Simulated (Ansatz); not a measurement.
A nudged elastic band was laid between two geometries of C$_{3}$H$_{11}$FSi$_{2}$ (17 atoms, charge 0, multiplicity 1).

The calculation used RKS r2SCAN/6-31G* (Ansatz).

```yaml
movable_images: 5
climbing_image: yes
spring: 5.0 eV/Å²
optimiser: quadratic models (default)
start_path: through a guess of the saddle point
force_threshold: 0.05 eV/Å
iteration_limit: 40
end_points: relaxed
```

First end point:

```xyz
17
Properties=species:S:1:pos:R:3
C -1.568 -0.363 -0.196
C -0.071 -0.077 0.056
C 0.451 -0.958 1.216
Si 0.922 -0.441 -1.517
Si 0.164 1.713 0.558
F -0.122 2.684 -0.706
H -1.728 -1.411 -0.491
H -2.158 -0.188 0.715
H -1.982 0.273 -0.989
H -0.090 -0.746 2.151
H 1.522 -0.807 1.408
H 0.300 -2.023 0.993
H 0.930 -1.915 -1.756
H 2.333 0.020 -1.363
H 0.323 0.230 -2.702
H -0.804 2.058 1.638
H 1.559 1.951 1.025
```

Last end point:

```xyz
17
Properties=species:S:1:pos:R:3
C -1.539 -0.336 -0.330
C -0.062 -0.068 0.046
C 0.337 -0.935 1.264
Si 1.051 -0.501 -1.423
Si 0.142 1.740 0.487
F -0.773 2.057 1.786
H -1.697 -1.396 -0.577
H -2.205 -0.093 0.510
H -1.861 0.261 -1.193
H -0.307 -0.711 2.126
H 1.377 -0.766 1.572
H 0.224 -2.006 1.041
H 0.839 -1.934 -1.784
H 2.490 -0.306 -1.084
H 0.727 0.339 -2.612
H 1.558 2.044 0.837
H -0.321 2.612 -0.627
```

Task: Which bonds break or form, and what moves?

Result: No bond is made or broken. The dihedral C1–C2–Si5–H17 goes from 171 to -56°.

Task: Give the energies along the band, and the barrier.

Result: The forces met the threshold. The highest image is number 3 of 0 to 6, 0.064 eV above the ends, which have the same energy within 2 meV. A vibrational analysis at the climbing image gives one clearly imaginary mode, 59i cm⁻¹: a first-order saddle point.

| image | path coordinate (Å) | energy (eV) | dihedral C1–C2–Si5–H17 (°) |
| --- | --- | --- | --- |
| 0 | 0.00 | 0.000 | 171 |
| 1 | 0.97 | 0.005 | -169 |
| 2 | 1.95 | 0.038 | -145 |
| 3 | 2.92 | 0.064 | -120 |
| 4 | 3.82 | 0.044 | -98 |
| 5 | 4.72 | 0.009 | -76 |
| 6 | 5.62 | 0.000 | -56 |

Task: What is the geometry of the highest image?

Result: 
```xyz
17
Properties=species:S:1:pos:R:3
C -1.541 -0.336 -0.326
C -0.066 -0.078 0.062
C 0.320 -0.963 1.270
Si 1.050 -0.504 -1.408
Si 0.170 1.745 0.502
F -1.238 2.525 0.320
H -1.689 -1.393 -0.591
H -2.217 -0.111 0.511
H -1.865 0.274 -1.178
H -0.318 -0.745 2.138
H 1.362 -0.815 1.585
H 0.194 -2.029 1.031
H 0.900 -1.950 -1.750
H 2.481 -0.244 -1.077
H 0.687 0.310 -2.603
H 0.585 1.886 1.927
H 1.165 2.426 -0.374
```

Task: What are the harmonic wavenumbers there?

Result: 59i, 163, 182, 192, 208, 246, 261, 279, 314, 349, 521, 578, 645, 680, 760, 776, 866, 917, 918, 944, 951, 960, 977, 983, 1043, 1115, 1162, 1203, 1418, 1442, 1505, 1519, 1524, 1533, 2223, 2234, 2242, 2244, 2250, 3013, 3019, 3083, 3088, 3102, 3119 cm⁻¹.

Time of the run: 5.2 min on 2 threads of Arm Neoverse V1, on a shared host, peak memory 0.21 GiB.
